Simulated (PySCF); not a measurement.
All values below come from PySCF with B3LYP-D3(BJ)/def2-TZVP. All species are isolated molecules in the gas phase. One relaxed conformer stands for a flexible species; it need not be the lowest. B3LYP has the VWN-RPA correlation part, as in Gaussian. 

Reference species (SMILES): `C=C[SiH]=C` (C–C–Si–C torsion 14°) (neutral, multiplicity 1).

The HOMO–LUMO gap is 4.18 eV. The LUMO comes out as -1.81 eV and the HOMO is -5.99 eV.

After one change: the HOMO–LUMO gap goes up by 0.62 eV; the LUMO increases by 0.67 eV; the HOMO goes up by 0.05 eV.

### Question
Name the change that produced these shifts. The new species is one of these.
A. `C=C=C[SiH3]`
B. `[SiH3]C1C=C1`
C. `[SiH3]C1=CC1`
D. `CC=C=[SiH2]`

### Answer
D, `CC=C=[SiH2]`
